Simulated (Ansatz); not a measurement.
Consider the ligand exchange at the Si–C bond: `FC1([SiH3])BO1` + `N[SiH3]` → `[SiH3]N[SiH3]` + `FC1BO1`.

Computed with Ansatz on PBE0-D4/def2-TZVP structures; ΔE is electronic, products minus reactants. CCSD(T)/CBS is the MP2 limit (def2-TZVPP, def2-QZVPP) plus CCSD(T) − MP2 in def2-TZVPP, frozen cores. This one scheme is used for every species. Functionals use def2-TZVPP. B3LYP here is the variant with VWN-RPA as its local correlation; programs differ in this.

| level | ΔE (kJ/mol) | difference from CCSD(T)/CBS |
| --- | --- | --- |
| LDA (SPW92) | -59.3 | 9.4 |
| BLYP-D4 | -61.0 | 7.7 |
| B3LYP-D4 | -66.8 | 1.9 |
| r2SCANh-D4 | -66.4 | 2.3 |
| PBE-QIDH | -71.5 | -2.8 |
| RPA@PBE/def2-TZVPP | -69.3 | -0.6 |
| CCSD(T)/def2-TZVPP | -70.2 | -1.5 |
| HF/def2-QZVPP | -83.1 | -14.4 |
| MP2/def2-QZVPP | -72.6 | -3.9 |
| SCS-MP2/def2-QZVPP | -73.6 | -4.9 |
| CCSD(T)/CBS | -68.7 | 0 |

Largest T1 diagnostic among the species: 0.016.

Leaving LDA and LC-ωPBE aside and taking each functional with its dispersion term where it has one, the values, not all of them listed here, spread over 17.1 kJ/mol, from BHLYP-D4 to PBE-D4. From r2SCAN to r2SCAN0 (25 % exact exchange), in def2-TZVPP and without D4, ΔE moves by −5.4 kJ/mol.
